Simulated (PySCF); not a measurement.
Potential energy surface of O₂Ti, singlet: symmetric bend, bond length relaxed. Scanned: O-Ti-O angle. Other coordinates (Ti-O bond length) were minimised at PBE0/def2-TZVP.

The free coordinates were minimised at PBE0/def2-TZVP in PySCF; the energy column is CCSD(T) on RHF/def2-TZVP, 7 core orbitals frozen run with PySCF, in eV.

| a / ° | Ti-O bond length / Å | E |
|---|---|---|
| 180 | 1.695 | 1.733 |
| 170 | 1.692 | 1.624 |
| 160 | 1.682 | 1.342 |
| 150 | 1.670 | 0.970 |
| 140 | 1.657 | 0.590 |
| 130 | 1.644 | 0.265 |
| 120 | 1.634 | 0.052 |
| 110 | 1.627 | 0.000 |
| 100 | 1.624 | 0.162 |
| 90 | 1.626 | 0.615 |
| 80 | 1.639 | 1.481 |
